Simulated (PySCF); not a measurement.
A series of related molecules.

All values: wB97X-D/def2-SVPD (PySCF) at PBE0-D3(BJ)/def2-SVP geometries, gas phase, one conformer each. Core orbitals are frozen in the response; Δα² is half the sum of the squared differences of the principal polarisabilities. Atoms past krypton carry effective core potentials. The calculation is non-relativistic apart from the core potentials, for bromine too.

**Question.** Rank by polarisability anisotropy Δα, highest first.
A. ZrBrF3 (`[F][Zr]([F])([F])[Br]`)
B. Zr(OiPr)F3 (`CC(C)[O][Zr]([F])([F])[F]`)
C. Zr(OPh)F3 (`[F][Zr]([F])([F])[O]c1ccccc1`)
D. Zr(OSiMe3)F3 (`C[Si](C)(C)[O][Zr]([F])([F])[F]`)

**Answer.** C (10.11 Å³), B (3.10 Å³), A (2.82 Å³), D (2.33 Å³).

**Question.** Rank by HOMO–LUMO gap, highest first.
A. `CC(C)[O][Zr]([F])([F])[F]` (Zr(OiPr)F3)
B. `[F][Zr]([F])([F])[O]c1ccccc1` (Zr(OPh)F3)
C. `[F][Zr]([F])([F])[Br]` (ZrBrF3)
D. `C[Si](C)(C)[O][Zr]([F])([F])[F]` (Zr(OSiMe3)F3)

**Answer.** A (11.93 eV), D (11.59 eV), C (10.90 eV), B (9.31 eV).

**Question.** Rank by mean static polarisability, lowest first.
A. `[F][Zr]([F])([F])[O]c1ccccc1` (Zr(OPh)F3)
B. `C[Si](C)(C)[O][Zr]([F])([F])[F]` (Zr(OSiMe3)F3)
C. `[F][Zr]([F])([F])[Br]` (ZrBrF3)
D. `CC(C)[O][Zr]([F])([F])[F]` (Zr(OiPr)F3)
E. `CC(C)(C)[O][Zr]([F])([F])[F]` (Zr(OtBu)F3)

**Answer.** C (8.52 Å³), D (11.45 Å³), E (13.17 Å³), B (14.75 Å³), A (16.36 Å³).

All values together:

```
                         SMILES      formula  μ (D)  HOMO (eV)  LUMO (eV)  α (Å³)  Δα (Å³)  electrons  α per electron (Å³)  ΔSCF removal energy (eV)
      CC(C)[O][Zr]([F])([F])[F]    C3H7F3OZr   3.32     -10.83       1.10   11.45     3.10        100                0.115                     10.96
          [F][Zr]([F])([F])[Br]       BrF3Zr   0.06     -11.17      -0.27    8.52     2.82        102                0.084                     11.78
   CC(C)(C)[O][Zr]([F])([F])[F]    C4H9F3OZr   3.41     -10.83       1.11   13.17     2.85        108                0.122                         –
C[Si](C)(C)[O][Zr]([F])([F])[F]  C3H9F3OSiZr   3.22     -10.53       1.06   14.75     2.33        116                0.127                         –
   [F][Zr]([F])([F])[O]c1ccccc1    C6H5F3OZr   2.10      -8.82       0.49   16.36    10.11        116                0.141                      8.85
```

Conformers: `[F][Zr]([F])([F])[O]c1ccccc1` (singlet state).

A dash marks a removal energy that wasn't run or isn't settled.
